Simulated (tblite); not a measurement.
Species: C5H6NPS.
Bonds: C1–S2, S2–C3, C3–N4 (aromatic), N4–C5 (aromatic), C5–C6 (aromatic), C6–C7 (aromatic), C7–P8 (aromatic), C3–P8 (aromatic). Hydrogens: H9, H10, H11 on C1; H12 on C5; H13 on C6; H14 on C7.

Computed with GFN2-xTB (tblite), gas phase: L-BFGS steps from a force-field or distance-geometry start until the largest atomic force falls under 0.01 eV/Å.

Step 15: E = -609.8527 eV
```
atom  x, y, z in Å  |  force x, y, z in eV/Å
C1      2.7386   -0.9047   -0.1279   -0.008   0.011  -0.008
S2      1.9796    0.3134   -1.2360    0.013   0.001  -0.006
C3      0.3359    0.4034   -0.6249   -0.010   0.018  -0.015
N4      0.0392   -0.3557    0.4007   -0.032   0.020  -0.012
C5     -1.1701   -0.3632    0.9365   -0.011  -0.012   0.020
C6     -2.2472    0.3961    0.5087    0.016   0.000  -0.009
C7     -2.1462    1.2657   -0.5628   -0.008   0.003   0.001
P8     -0.7152    1.5312   -1.4980    0.021  -0.005  -0.006
H9      2.6975   -0.5412    0.8936   -0.020   0.018  -0.017
H10     3.7662   -0.9994   -0.4649   -0.004  -0.035   0.041
H11     2.2132   -1.8502   -0.2137   -0.017   0.022  -0.014
H12    -1.2781   -1.0356    1.7778    0.006  -0.022   0.024
H13    -3.1922    0.3053    1.0277    0.052  -0.019  -0.002
H14    -3.0219    1.8342   -0.8540    0.001  -0.002   0.004
```

Step 16: E = -609.8531 eV
```
atom  x, y, z in Å  |  force x, y, z in eV/Å
C1      2.7374   -0.9039   -0.1282   -0.015   0.015  -0.010
S2      1.9799    0.3142   -1.2372    0.014   0.003  -0.007
C3      0.3361    0.4031   -0.6246    0.018   0.006  -0.015
N4      0.0410   -0.3566    0.4012   -0.049   0.030  -0.016
C5     -1.1684   -0.3639    0.9366   -0.032  -0.008   0.023
C6     -2.2460    0.3956    0.5085    0.020  -0.004  -0.002
C7     -2.1448    1.2655   -0.5633   -0.014  -0.006   0.015
P8     -0.7130    1.5305   -1.4984   -0.010   0.002  -0.001
H9      2.6931   -0.5388    0.8926   -0.012   0.014  -0.013
H10     3.7656   -1.0008   -0.4628   -0.012  -0.033   0.042
H11     2.2087   -1.8474   -0.2149   -0.009   0.014  -0.011
H12    -1.2777   -1.0362    1.7784    0.012  -0.014   0.013
H13    -3.1914    0.3043    1.0285    0.078  -0.013  -0.020
H14    -3.0211    1.8340   -0.8535    0.010  -0.004   0.001
```

Step 17: E = -609.8537 eV
```
atom  x, y, z in Å  |  force x, y, z in eV/Å
C1      2.7354   -0.9025   -0.1287   -0.022   0.015  -0.008
S2      1.9805    0.3153   -1.2390    0.012   0.007  -0.008
C3      0.3368    0.4028   -0.6245    0.041  -0.006  -0.014
N4      0.0428   -0.3574    0.4016   -0.049   0.031  -0.016
C5     -1.1665   -0.3651    0.9372   -0.042   0.000   0.017
C6     -2.2439    0.3949    0.5080    0.023  -0.010   0.007
C7     -2.1430    1.2652   -0.5638   -0.013  -0.014   0.025
P8     -0.7103    1.5295   -1.4990   -0.047   0.014   0.003
H9      2.6866   -0.5350    0.8908   -0.002   0.007  -0.004
H10     3.7647   -1.0037   -0.4589   -0.020  -0.028   0.039
H11     2.2020   -1.8431   -0.2167    0.000   0.000  -0.005
H12    -1.2769   -1.0374    1.7795    0.018  -0.004  -0.002
H13    -3.1889    0.3026    1.0293    0.082  -0.006  -0.031
H14    -3.0199    1.8335   -0.8528    0.019  -0.006  -0.002
```

Step 18: E = -609.8542 eV
```
atom  x, y, z in Å  |  force x, y, z in eV/Å
C1      2.7328   -0.9008   -0.1295   -0.025   0.009  -0.002
S2      1.9815    0.3166   -1.2412    0.008   0.012  -0.010
C3      0.3380    0.4024   -0.6246    0.042  -0.009  -0.013
N4      0.0440   -0.3577    0.4016   -0.024   0.023  -0.016
C5     -1.1649   -0.3663    0.9380   -0.027   0.004   0.004
C6     -2.2412    0.3940    0.5075    0.017  -0.011   0.014
C7     -2.1411    1.2646   -0.5640   -0.006  -0.016   0.024
P8     -0.7082    1.5286   -1.4994   -0.068   0.023   0.003
H9      2.6793   -0.5307    0.8887    0.006   0.000   0.007
H10     3.7634   -1.0076   -0.4537   -0.026  -0.019   0.032
H11     2.1946   -1.8383   -0.2190    0.007  -0.014   0.003
H12    -1.2758   -1.0387    1.7807    0.022   0.005  -0.015
H13    -3.1848    0.3006    1.0297    0.054   0.000  -0.027
H14    -3.0184    1.8328   -0.8520    0.021  -0.007  -0.003
```

Question: Estimate the geometry and energy of step 19. (The exact step hangs on the optimiser's Hessian estimate; all steps are aligned on step 18, rigid shifts and turns removed.)

Answer: E = -609.8546 eV, largest force 0.058 eV/Å
```
atom  x, y, z in Å  |  force x, y, z in eV/Å
C1      2.7307   -0.8996   -0.1300   -0.024   0.001   0.006
S2      1.9824    0.3177   -1.2428    0.004   0.014  -0.010
C3      0.3393    0.4022   -0.6249    0.019   0.001  -0.015
N4      0.0443   -0.3574    0.4013    0.008   0.010  -0.016
C5     -1.1642   -0.3671    0.9386    0.003   0.005  -0.009
C6     -2.2392    0.3932    0.5074    0.009  -0.009   0.014
C7     -2.1399    1.2640   -0.5637   -0.001  -0.011   0.016
P8     -0.7079    1.5284   -1.4996   -0.054   0.022  -0.001
H9      2.6746   -0.5278    0.8874    0.007  -0.004   0.013
H10     3.7621   -1.0107   -0.4496   -0.025  -0.012   0.023
H11     2.1900   -1.8353   -0.2204    0.007  -0.021   0.008
H12    -1.2746   -1.0395    1.7812    0.023   0.007  -0.018
H13    -3.1812    0.2992    1.0296    0.010   0.002  -0.009
H14    -3.0171    1.8323   -0.8515    0.013  -0.006  -0.002
```

The energy changes by -0.0004 eV. The first-order estimate −F·Δx gives -0.0005 eV and the mean of the old and new forces, exact on a quadratic surface, -0.0004 eV. The step makes an angle of 71° with the force vector and moves no atom by more than 0.006 Å.

What follows is the cost of the whole relaxation. On Arm Neoverse V2, one thread, shared host with 96 logical CPUs at a one-minute load of 62, this took 0.19 s.
